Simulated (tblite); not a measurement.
Compound: C₅H₅O₃S₂ (charge +1).
Cartesian coordinates in Å at the GFN2-xTB level; atoms count from 1:
```
atom  x, y, z in Å
O1     2.9218    0.9693    0.5133
S2     2.2222   -0.2395    0.7305
O3     2.1928   -0.8938    1.9901
O4     2.5235   -1.2679   -0.4338
C5     0.4530   -0.0244    0.3769
C6    -0.0727    0.8690   -0.5159
C7    -1.4467    0.9999   -0.7182
C8    -2.3717    0.2259   -0.0235
C9    -2.0097   -0.7161    0.9141
S10   -0.4120   -1.0718    1.3704
H11    3.3699   -1.1467   -0.8747
H12    0.6208    1.4947   -1.0627
H13   -1.8026    1.7257   -1.4353
H14   -3.4246    0.3722   -0.2257
H15   -2.7685   -1.2886    1.4302
```

Method: GFN2-xTB as coded in tblite; computed harmonic values from a numerical Hessian at the method's own geometry, unscaled. The method is semi-empirical: single wavenumbers can be off by several per cent or more. One conformer, not necessarily the lowest.

Harmonic wavenumbers (cm⁻¹): 31.3, 73.8, 99.9, 156.7, 207.0, 245.6, 269.3, 300.8, 396.2, 414.1, 457.9, 467.2, 506.7, 590.4, 616.2, 745.8, 768.1, 782.7, 825.6, 858.6, 871.4, 927.6, 938.5, 956.9, 1053.8, 1141.4, 1150.2, 1180.3, 1220.8, 1303.1, 1335.3, 1389.0, 1468.8, 1541.7, 3065.8, 3067.1, 3074.9, 3092.9, 3538.1.

A = 2171, B = 784.5, C = 653.1 MHz; mass 176.968 u (most abundant isotopes); point group C1, symmetry number 1.

Q: What is the zero-point energy?

A: ½Σν̃ = 20566 cm⁻¹ = 246.02 kJ/mol.

Q: Entropy at 273.15 K, 1 bar (ideal gas, RRHO, classical rotation)?

A: Translation 171.59, rotation 124.63, vibration 112.88: S = 409.1 J/(mol K).

Q: And Cp and H(273.15 K) − H(0)?

A: Cp = 151.35 J/(mol K), of which vibrations give 118.09 (their classical limit is 39 R = 324.3); H(273.15 K) − H(0) = 25.29 kJ/mol without the zero-point energy, 16.20 from vibrations.

Q: Which modes carry the vibrational entropy at 273.15 K?

A: 31.3 cm⁻¹: 23.31; 73.8 cm⁻¹: 16.22; 99.9 cm⁻¹: 13.75; 156.7 cm⁻¹: 10.14; 207.0 cm⁻¹: 8.00; 245.6 cm⁻¹: 6.73 J/(mol K); the other 33 give 34.73 together.

Q: How do the functions run with temperature in this model?

A: 
| T (K) | S (J/(mol K)) | Cp (J/(mol K)) | H − H(0) (kJ/mol) | G − H(0) (kJ/mol) | ln q(vib) |
| --- | --- | --- | --- | --- | --- |
| 100 | 300.0 | 77.0 | 5.43 | -24.57 | 1.95 |
| 200 | 366.9 | 120.7 | 15.33 | -58.05 | 4.53 |
| 300 | 423.8 | 162.0 | 29.50 | -97.64 | 7.14 |
| 500 | 522.4 | 224.4 | 68.65 | -192.56 | 12.27 |
| 800 | 640.1 | 274.4 | 144.37 | -367.74 | 19.36 |
| 1000 | 703.6 | 293.6 | 201.29 | -502.28 | 23.59 |

q(vib) and H(0) count from the zero-point level.

Q: What must be added to the electronic energy to get the Gibbs energy at 273.15 K and 1 bar?

A: ZPE + [H(273.15 K) − H(0)] − T·S = 246.02 + 25.29 − 111.74 = 159.57 kJ/mol.

Hindered rotation and anharmonicity are outside this model. Other conformers, if any are populated, would add a mixing term that is left out. The structure is chiral; the term R ln 2 for an equal mix with its mirror image is left out.
